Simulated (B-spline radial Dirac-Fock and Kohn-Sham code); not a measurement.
**Relativistic shifts of the levels of Ba³⁶⁺**

System: barium as Ba³⁶⁺, configuration [Ar] 3d2.

Both columns are ΔSCF binding energies of the configuration average from a radial B-spline solver: non-relativistic Hartree-Fock with a point nucleus, and Dirac-Fock with a finite nucleus and the Coulomb interaction alone, averaged over the two j levels with weights 2j+1.

| shell | Hartree-Fock (eV) | Dirac-Fock (eV) | shift (eV) | shift (%) |
| --- | --- | --- | --- | --- |
| 1s | 37811.9 | 39505.5 | +1693.57 | +4.48 |
| 2s | 7432.5 | 7874.6 | +442.11 | +5.95 |
| 2p | 7116.7 | 7260.8 | +144.13 | +2.03 |
| 3s | 2751.8 | 2873.7 | +121.85 | +4.43 |
| 3p | 2619.6 | 2668.3 | +48.74 | +1.86 |
| 3d | 2436.3 | 2436.5 | +0.26 | +0.01 |

Relativity binds 1s, 2s, 2p, 3s, 3p, 3d more strongly, among those listed most of all 2s in relative terms.

Values without a named source are computed, but for edge energies of neutral atoms, which are taken from tables.
